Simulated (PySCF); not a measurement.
# What a mistake does to a calculation on BCGeH5O

Calculated results; nothing here was measured. They come from PySCF 2.14.0, an open-source quantum chemistry program, on an isolated molecule that a program drew, which may never have been made. The molecule is BCGeH5O (charge 0, singlet), drawn as the SMILES string `CB[O][GeH]`.

Each row is a Hartree-Fock (HF) and frozen-core CCSD(T) single point in the cc-pVDZ basis, meant for a local HF minimum. Run 1 is clean. Each other run has one planted mistake out of seven kinds, and not every kind appears here: one electron removed, one electron added, multiplicity raised by two, geometry at a saddle point, minimal basis STO-3G, one bond length entered in bohr, all coordinates scaled. The reference is restricted for singlets and unrestricted otherwise, and also for a bond in bohr. Adding or removing an electron swaps singlet and doublet. Electrons count all cores. HOMO and LUMO are orbital energies over both spins, the gradient is its largest component, and the lowest frequency (negative if imaginary) is given only where the gradient is small. Bond lengths are over the 8 bonds as drawn. T1 is the CCSD diagnostic: over 0.02 (restricted) or 0.045 (unrestricted) a single reference is doubtful. Germanium has the cc-pVDZ-PP basis, with a core potential (ECP10MDF) in place of its 10 inner electrons, and its 3s, 3p and 3d shells are frozen in CCSD(T).

Geometry of the clean run:
```xyz
9
BCGeH5O, angstrom
C    -0.6923   -0.9135   -0.7788
B    -1.6619    0.2872   -0.4509
O    -1.8475    1.3020   -1.3298
Ge   -2.9247    2.7429   -1.0939
H    -1.2417   -1.8616   -0.7384
H    -0.2153   -0.8246   -1.7569
H     0.0870   -0.9873   -0.0109
H    -2.2569    0.3093    0.6078
H    -2.5622    3.3701   -2.5073
```

```
run  electrons  basis functions  <S^2>  HOMO (eV)  LUMO (eV)  gradient (hartree/bohr)  lowest frequency (cm^-1)  mean bond (Å)  longest bond (Å)      T1  HF (hartree)  CCSD(T) (hartree)                     mistake
  1         56               90  0.000      -9.39       0.53                  8.0e-06                        82         1.3544             1.814  0.0148    -433.75824         -434.30844                    no fault
  2         57               90  0.765      -0.78       7.89                  6.6e-02                         -         1.3544             1.814  0.0186    -433.76230         -434.32172          one electron added
  3         55               90  0.789     -15.85      -7.61                  5.5e-02                         -         1.3544             1.814  0.0324    -433.44625         -433.97872        one electron removed
  4         56               90  2.014      -7.81      -0.62                  2.7e-02                         -         1.3544             1.814  0.0209    -433.70365         -434.23821  multiplicity raised by two
  5         56               90  0.000      -9.17       0.75                  6.5e-02                         -         1.2759             1.709  0.0129    -433.72600         -434.26480                           ?
```

**Which mistake was planted in run 5, and what did it cost?**

The mean and the longest bond both change by the same factor, 0.942, and the gradient is no longer small. So the mistake is: all coordinates scaled. Subtracting run 1 and multiplying by 627.51 kcal/mol a hartree, the energy moved by 20.2 kcal/mol in HF and 27.4 kcal/mol in CCSD(T).

